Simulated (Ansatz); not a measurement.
Consider the hydrogen abstraction from a Ge–H bond: `C=[CH][GeH2][Cl]` + H• → `C=[CH][GeH][Cl]`• + H₂.

Program: Ansatz. Geometries: PBE0-D4/def2-TZVP. ΔE: electronic, gas phase. CBS: MP2 limit from def2 TZ/QZ plus the TZ coupled-cluster correction, frozen cores. This one scheme is used for every species, atoms too. Functionals use def2-TZVPP. B3LYP here is the variant with VWN-RPA as its local correlation; programs differ in this. HSE06 is defined as in plane-wave codes. Open shells (•) are unrestricted, without spin–orbit coupling. For Ge outer-core shells are correlated without core-valence functions, so the limit isn't a true one: a few kJ/mol of doubt a bond, and 10 to 20 or more in all where bonds break to atoms. Scalar relativity is left out up to krypton. One conformer a species, not always the lowest.

```tsv
level	ΔE (kJ/mol)	difference from CCSD(T)/CBS
LDA (SPW92)	-93.2	-6.6
PBE-D4	-98.3	-11.7
revPBE-D4	-106.7	-20.1
BLYP-D4	-115.7	-29.1
r2SCAN-D4	-102.4	-15.8
PBE0-D4	-88.9	-2.3
B3LYP-D4	-106.8	-20.2
r2SCANh-D4	-100.3	-13.7
r2SCAN0-D4	-97.3	-10.7
HSE06-D4	-89.6	-3.0
BHLYP-D4	-94.5	-7.9
CAM-B3LYP-D4	-94.7	-8.1
ωB97X-V	-82.5	4.1
ωB97M-V	-92.6	-6.0
B2PLYP	-95.4	-8.8
PBE-QIDH	-78.8	7.8
PBE	-99.2	-12.6
revPBE	-109.3	-22.7
r2SCAN	-102.8	-16.2
PBE0	-89.7	-3.1
B3LYP	-108.2	-21.6
r2SCANh	-100.6	-14.0
r2SCAN0	-97.7	-11.1
HSE06	-90.4	-3.8
BHLYP	-95.2	-8.6
LC-ωPBE	-80.0	6.6
HF/def2-SVP	-55.7	30.9
MP2/def2-SVP	-49.6	37.0
CCSD/def2-SVP	-75.8	10.8
CCSD(T)/def2-SVP	-75.8	10.8
MP2/def2-TZVPP	-60.9	25.7
SCS-MP2/def2-TZVPP	-65.6	21.0
CCSD/def2-TZVPP	-86.0	0.6
CCSD(T)/def2-TZVPP	-85.7	0.9
HF/def2-QZVPP	-66.9	19.7
MP2/def2-QZVPP	-61.7	24.9
SCS-MP2/def2-QZVPP	-66.3	20.3
HF/CBS(def2)	-67.1	19.5
MP2/CBS(def2)	-61.8	24.8
CCSD/CBS(def2)	-86.9	-0.3
CCSD(T)/CBS	-86.6	0
```

Q: What do rigid-rotor, harmonic-oscillator terms from PBE0-D4/def2-TZVP frequencies (298.15 K, 1 bar) make of the CCSD(T)/CBS value? (Best estimate.)

A: Computed: ΔZPE = +2.8 kJ/mol, ΔH = -81.8 kJ/mol, ΔS = 18 J/(mol·K), ΔG = -87.2 kJ/mol. Open shells count their whole term as degenerate.

Largest T1 diagnostic among the species: 0.022.

Leaving LDA and LC-ωPBE aside and taking each functional with its dispersion term where it has one, the values spread over 37.0 kJ/mol, from BLYP-D4 to PBE-QIDH. LDA lies +6.0 kJ/mol from PBE without D4. From BLYP to BHLYP (50 % exact exchange), in def2-TZVPP and without D4, ΔE moves by +22.4 kJ/mol.

CCSD(T)/CBS has its own doubt, a few kJ/mol and more with outer-core shells, so smaller differences from it don't rank the levels.
